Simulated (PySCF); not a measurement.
H2SSeTe, SMILES [Te](S)[SeH].

Geometry: PBE0-D3(BJ)/def2-SVP. The def2 effective core potentials stand for the cores of Te; spin–orbit coupling is left out. Other conformers were not sampled.

These are PBE0-D3(BJ)/def2-SVP (PySCF) values and carry that method's errors.

Frequencies are harmonic and unscaled.

```tsv
mode	ν (cm⁻¹)	IR (km/mol)	Raman (Å⁴/amu)	depolarisation	moving atoms (share of kinetic energy)
1	104	0.3	9.4	0.63	S 55 %, Se 25 %, Te 18 %
2	244	6.2	9.5	0.24	Se 60 %, Te 39 %
3	285	6.4	8.5	0.75	H 97 %
4	307	21.6	9.3	0.71	H 95 %
5	351	17.0	21.1	0.23	S 79 %, Te 20 %
6	692	4.9	25.1	0.53	H 99 %
7	764	0.9	17.6	0.55	H 97 %
8	2426	10.3	181.4	0.28	H 99 %
9	2697	0.3	153.3	0.28	H 97 %
```
